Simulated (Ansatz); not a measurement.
# Molecular dynamics of ClF$_{3}$Hf

Input file:

```yaml
crystal:
  periodic: [false, false, false]
  atoms:
    - { symbol: Hf, position_ang: [0.00839, 0.067857, -0.002042] }
    - { symbol: F, position_ang: [-0.188546, 0.127367, 1.877946] }
    - { symbol: Cl, position_ang: [2.334943, -0.091171, -0.451528] }
    - { symbol: F, position_ang: [-1.158038, 1.336015, -0.744265] }
    - { symbol: F, position_ang: [-0.770488, -1.655123, -0.337069] }
basis:
  gaussian: { orbitals: def2-SVP }
hamiltonian:
  xc: pbe0
  dispersion: d4
md:
  timestep: 2.0
  n_steps: 150
  ensemble: nvt_langevin
  temperature: 200.0
  initial_velocities: maxwell_boltzmann
  seed: 87190
  friction: 0.001
```

Launched with:

```bash
$ ansatz run input.yaml --threads 1 --pin off --max-ram 2048MiB --backend cpu --events-out ev --progress --plain --runs-dir out
```

It goes on from the last frame of an earlier run, with new velocities.

Output, in part (one step line in 2, the closing report, with atoms numbered from 0):

```
md step     0: t =     0.00 fs  T =   160.0 K  F+E_penalty+E_count = -21966.54345100 eV  E_kin = 0.103408 eV  (28 SCF iters)
md step     2: t =     4.00 fs  T =   159.7 K  F+E_penalty+E_count = -21966.54270467 eV  E_kin = 0.103195 eV  (32 SCF iters)
md step     4: t =     8.00 fs  T =   178.8 K  F+E_penalty+E_count = -21966.55221886 eV  E_kin = 0.115555 eV  (31 SCF iters)
md step     6: t =    12.00 fs  T =   202.8 K  F+E_penalty+E_count = -21966.56971863 eV  E_kin = 0.131097 eV  (31 SCF iters)
md step     8: t =    16.00 fs  T =   229.3 K  F+E_penalty+E_count = -21966.58402732 eV  E_kin = 0.148207 eV  (31 SCF iters)
md step    10: t =    20.00 fs  T =   216.1 K  F+E_penalty+E_count = -21966.58634069 eV  E_kin = 0.139660 eV  (31 SCF iters)
md step    12: t =    24.00 fs  T =   208.2 K  F+E_penalty+E_count = -21966.58373856 eV  E_kin = 0.134560 eV  (31 SCF iters)
md step    14: t =    28.00 fs  T =   187.9 K  F+E_penalty+E_count = -21966.58608190 eV  E_kin = 0.121443 eV  (31 SCF iters)
md step    16: t =    32.00 fs  T =   203.5 K  F+E_penalty+E_count = -21966.59630300 eV  E_kin = 0.131532 eV  (31 SCF iters)
md step    18: t =    36.00 fs  T =   216.3 K  F+E_penalty+E_count = -21966.61047629 eV  E_kin = 0.139825 eV  (29 SCF iters)
md step    20: t =    40.00 fs  T =   236.8 K  F+E_penalty+E_count = -21966.62312465 eV  E_kin = 0.153016 eV  (31 SCF iters)
md step    22: t =    44.00 fs  T =   248.3 K  F+E_penalty+E_count = -21966.62657961 eV  E_kin = 0.160499 eV  (31 SCF iters)
md step    24: t =    48.00 fs  T =   229.5 K  F+E_penalty+E_count = -21966.62041845 eV  E_kin = 0.148315 eV  (31 SCF iters)
md step    26: t =    52.00 fs  T =   204.1 K  F+E_penalty+E_count = -21966.61452677 eV  E_kin = 0.131915 eV  (31 SCF iters)
md step    28: t =    56.00 fs  T =   210.6 K  F+E_penalty+E_count = -21966.61836771 eV  E_kin = 0.136105 eV  (31 SCF iters)
md step    30: t =    60.00 fs  T =   236.1 K  F+E_penalty+E_count = -21966.63203438 eV  E_kin = 0.152574 eV  (31 SCF iters)
md step    32: t =    64.00 fs  T =   256.3 K  F+E_penalty+E_count = -21966.64433270 eV  E_kin = 0.165666 eV  (31 SCF iters)
md step    34: t =    68.00 fs  T =   252.4 K  F+E_penalty+E_count = -21966.64250503 eV  E_kin = 0.163115 eV  (31 SCF iters)
md step    36: t =    72.00 fs  T =   239.1 K  F+E_penalty+E_count = -21966.62869319 eV  E_kin = 0.154511 eV  (31 SCF iters)
md step    38: t =    76.00 fs  T =   217.4 K  F+E_penalty+E_count = -21966.61536207 eV  E_kin = 0.140480 eV  (31 SCF iters)
md step    40: t =    80.00 fs  T =   216.0 K  F+E_penalty+E_count = -21966.61247906 eV  E_kin = 0.139586 eV  (31 SCF iters)
md step    42: t =    84.00 fs  T =   228.5 K  F+E_penalty+E_count = -21966.62041158 eV  E_kin = 0.147659 eV  (32 SCF iters)
md step    44: t =    88.00 fs  T =   223.1 K  F+E_penalty+E_count = -21966.62819885 eV  E_kin = 0.144182 eV  (32 SCF iters)
md step    46: t =    92.00 fs  T =   218.7 K  F+E_penalty+E_count = -21966.62924888 eV  E_kin = 0.141317 eV  (31 SCF iters)
md step    48: t =    96.00 fs  T =   191.3 K  F+E_penalty+E_count = -21966.62092499 eV  E_kin = 0.123614 eV  (31 SCF iters)
md step    50: t =   100.00 fs  T =   175.1 K  F+E_penalty+E_count = -21966.60975425 eV  E_kin = 0.113154 eV  (30 SCF iters)
md step    52: t =   104.00 fs  T =   166.6 K  F+E_penalty+E_count = -21966.60731646 eV  E_kin = 0.107664 eV  (31 SCF iters)
md step    54: t =   108.00 fs  T =   192.0 K  F+E_penalty+E_count = -21966.61569651 eV  E_kin = 0.124106 eV  (32 SCF iters)
md step    56: t =   112.00 fs  T =   208.0 K  F+E_penalty+E_count = -21966.62507929 eV  E_kin = 0.134435 eV  (28 SCF iters)
md step    58: t =   116.00 fs  T =   210.6 K  F+E_penalty+E_count = -21966.62425290 eV  E_kin = 0.136124 eV  (31 SCF iters)
md step    60: t =   120.00 fs  T =   203.4 K  F+E_penalty+E_count = -21966.61415579 eV  E_kin = 0.131450 eV  (31 SCF iters)
md step    62: t =   124.00 fs  T =   186.3 K  F+E_penalty+E_count = -21966.60216983 eV  E_kin = 0.120399 eV  (31 SCF iters)
md step    64: t =   128.00 fs  T =   181.4 K  F+E_penalty+E_count = -21966.59817659 eV  E_kin = 0.117226 eV  (31 SCF iters)
md step    66: t =   132.00 fs  T =   197.7 K  F+E_penalty+E_count = -21966.60338119 eV  E_kin = 0.127753 eV  (32 SCF iters)
md step    68: t =   136.00 fs  T =   210.8 K  F+E_penalty+E_count = -21966.61025119 eV  E_kin = 0.136266 eV  (32 SCF iters)
md step    70: t =   140.00 fs  T =   218.1 K  F+E_penalty+E_count = -21966.61191667 eV  E_kin = 0.140957 eV  (32 SCF iters)
md step    72: t =   144.00 fs  T =   209.2 K  F+E_penalty+E_count = -21966.60751989 eV  E_kin = 0.135182 eV  (32 SCF iters)
md step    74: t =   148.00 fs  T =   194.3 K  F+E_penalty+E_count = -21966.60060216 eV  E_kin = 0.125579 eV  (28 SCF iters)
md step    76: t =   152.00 fs  T =   185.2 K  F+E_penalty+E_count = -21966.59434875 eV  E_kin = 0.119726 eV  (32 SCF iters)
md step    78: t =   156.00 fs  T =   172.7 K  F+E_penalty+E_count = -21966.59124384 eV  E_kin = 0.111596 eV  (32 SCF iters)
md step    80: t =   160.00 fs  T =   175.8 K  F+E_penalty+E_count = -21966.59187015 eV  E_kin = 0.113605 eV  (32 SCF iters)
md step    82: t =   164.00 fs  T =   167.3 K  F+E_penalty+E_count = -21966.59393590 eV  E_kin = 0.108118 eV  (32 SCF iters)
md step    84: t =   168.00 fs  T =   169.9 K  F+E_penalty+E_count = -21966.59281456 eV  E_kin = 0.109789 eV  (31 SCF iters)
md step    86: t =   172.00 fs  T =   155.1 K  F+E_penalty+E_count = -21966.58762747 eV  E_kin = 0.100261 eV  (32 SCF iters)
md step    88: t =   176.00 fs  T =   138.4 K  F+E_penalty+E_count = -21966.58249823 eV  E_kin = 0.089458 eV  (32 SCF iters)
md step    90: t =   180.00 fs  T =   145.2 K  F+E_penalty+E_count = -21966.58306839 eV  E_kin = 0.093871 eV  (32 SCF iters)
md step    92: t =   184.00 fs  T =   148.9 K  F+E_penalty+E_count = -21966.58658624 eV  E_kin = 0.096256 eV  (28 SCF iters)
md step    94: t =   188.00 fs  T =   147.7 K  F+E_penalty+E_count = -21966.59015588 eV  E_kin = 0.095455 eV  (32 SCF iters)
md step    96: t =   192.00 fs  T =   152.9 K  F+E_penalty+E_count = -21966.59292122 eV  E_kin = 0.098788 eV  (32 SCF iters)
md step    98: t =   196.00 fs  T =   159.4 K  F+E_penalty+E_count = -21966.59705816 eV  E_kin = 0.103031 eV  (32 SCF iters)
md step   100: t =   200.00 fs  T =   180.7 K  F+E_penalty+E_count = -21966.60160075 eV  E_kin = 0.116817 eV  (32 SCF iters)
md step   102: t =   204.00 fs  T =   183.7 K  F+E_penalty+E_count = -21966.60665502 eV  E_kin = 0.118748 eV  (32 SCF iters)
md step   104: t =   208.00 fs  T =   181.5 K  F+E_penalty+E_count = -21966.61544897 eV  E_kin = 0.117296 eV  (32 SCF iters)
md step   106: t =   212.00 fs  T =   195.1 K  F+E_penalty+E_count = -21966.62781884 eV  E_kin = 0.126111 eV  (32 SCF iters)
md step   108: t =   216.00 fs  T =   234.8 K  F+E_penalty+E_count = -21966.64055511 eV  E_kin = 0.151743 eV  (31 SCF iters)
md step   110: t =   220.00 fs  T =   253.8 K  F+E_penalty+E_count = -21966.64849562 eV  E_kin = 0.164061 eV  (28 SCF iters)
md step   112: t =   224.00 fs  T =   262.9 K  F+E_penalty+E_count = -21966.65203109 eV  E_kin = 0.169924 eV  (31 SCF iters)
md step   114: t =   228.00 fs  T =   276.4 K  F+E_penalty+E_count = -21966.65285451 eV  E_kin = 0.178609 eV  (31 SCF iters)
md step   116: t =   232.00 fs  T =   274.6 K  F+E_penalty+E_count = -21966.65612980 eV  E_kin = 0.177465 eV  (31 SCF iters)
md step   118: t =   236.00 fs  T =   289.1 K  F+E_penalty+E_count = -21966.66032521 eV  E_kin = 0.186844 eV  (31 SCF iters)
md step   120: t =   240.00 fs  T =   282.5 K  F+E_penalty+E_count = -21966.66072908 eV  E_kin = 0.182551 eV  (31 SCF iters)
md step   122: t =   244.00 fs  T =   282.4 K  F+E_penalty+E_count = -21966.65598738 eV  E_kin = 0.182537 eV  (31 SCF iters)
md step   124: t =   248.00 fs  T =   264.8 K  F+E_penalty+E_count = -21966.64743721 eV  E_kin = 0.171130 eV  (31 SCF iters)
md step   126: t =   252.00 fs  T =   260.8 K  F+E_penalty+E_count = -21966.63860263 eV  E_kin = 0.168537 eV  (31 SCF iters)
md step   128: t =   256.00 fs  T =   244.5 K  F+E_penalty+E_count = -21966.63454229 eV  E_kin = 0.158026 eV  (31 SCF iters)
md step   130: t =   260.00 fs  T =   247.0 K  F+E_penalty+E_count = -21966.63233309 eV  E_kin = 0.159655 eV  (31 SCF iters)
md step   132: t =   264.00 fs  T =   224.2 K  F+E_penalty+E_count = -21966.62170968 eV  E_kin = 0.144878 eV  (31 SCF iters)
md step   134: t =   268.00 fs  T =   187.1 K  F+E_penalty+E_count = -21966.60233219 eV  E_kin = 0.120928 eV  (31 SCF iters)
md step   136: t =   272.00 fs  T =   158.1 K  F+E_penalty+E_count = -21966.58067835 eV  E_kin = 0.102186 eV  (31 SCF iters)
md step   138: t =   276.00 fs  T =   140.9 K  F+E_penalty+E_count = -21966.56841044 eV  E_kin = 0.091050 eV  (32 SCF iters)
md step   140: t =   280.00 fs  T =   141.2 K  F+E_penalty+E_count = -21966.56892773 eV  E_kin = 0.091237 eV  (32 SCF iters)
md step   142: t =   284.00 fs  T =   159.9 K  F+E_penalty+E_count = -21966.57481876 eV  E_kin = 0.103316 eV  (32 SCF iters)
md step   144: t =   288.00 fs  T =   163.7 K  F+E_penalty+E_count = -21966.57579415 eV  E_kin = 0.105788 eV  (32 SCF iters)
md step   146: t =   292.00 fs  T =   151.4 K  F+E_penalty+E_count = -21966.56779894 eV  E_kin = 0.097881 eV  (32 SCF iters)
md step   148: t =   296.00 fs  T =   119.4 K  F+E_penalty+E_count = -21966.55784620 eV  E_kin = 0.077200 eV  (32 SCF iters)
md step   150: t =   300.00 fs  T =   112.1 K  F+E_penalty+E_count = -21966.55818468 eV  E_kin = 0.072457 eV  (29 SCF iters)
Total energy: -21966.55823874 eV, -807.2561258059 hartree
Atom 0 at    -0.224292     0.016506     0.115496 Å, force     0.890069    -1.811909     0.465884 eV/Å
Atom 1 at    -0.112039     1.142762     1.609182 Å, force    -0.290602     0.485774     0.624845 eV/Å
Atom 2 at     2.027402    -0.153316    -0.469299 Å, force     0.082491     0.111170    -0.307019 eV/Å
Atom 3 at    -1.384949     0.642748    -1.219717 Å, force    -0.552602     0.375359    -0.661125 eV/Å
Atom 4 at    -0.605435    -1.812117     0.599786 Å, force    -0.129355     0.839606    -0.122584 eV/Å
Dipole moment:    -0.200795     0.126259    -0.051281 e Å
```

All steps were run. A run of 0.3 ps of so small a system gives no equilibrium averages.

The same pairs are bonded in the first frame and the last. Pairs count as bonded within 1.25 times the sum of covalent radii (0.12 Å more for H–H).

Last frame:

```xyz
5
Properties=species:S:1:pos:R:3
Hf -0.224 0.017 0.116
F -0.112 1.143 1.609
Cl 2.027 -0.153 -0.469
F -1.385 0.643 -1.220
F -0.605 -1.812 0.600
```

Time of the run: 12 min on 1 thread of Arm Neoverse V1, with other jobs on the host, peak memory 0.19 GiB.
